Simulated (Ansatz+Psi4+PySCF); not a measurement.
The numbers below are computed, except where a source is named.
## Psi4 1.11 run

```
molecule {
0 4
V 0.000000 0.000000 0.000000
O 0.000000 0.000000 1.589000
}

set basis cc-pVTZ
set reference uhf
set scf_type pk
energy('scf')
```

The input is written out from the run's settings.

Output:

* Converged: yes
* Total energy: -1017.77012 hartree
* Spin squared of the determinant: 4.250
* Occupied orbitals by symmetry in an Abelian subgroup (alpha; beta): 10 A1 1 A2 3 B1 3 B2; 8 A1 3 B1 3 B2

Caution: other spin multiplicities were not run; the unrestricted determinant is spin contaminated.
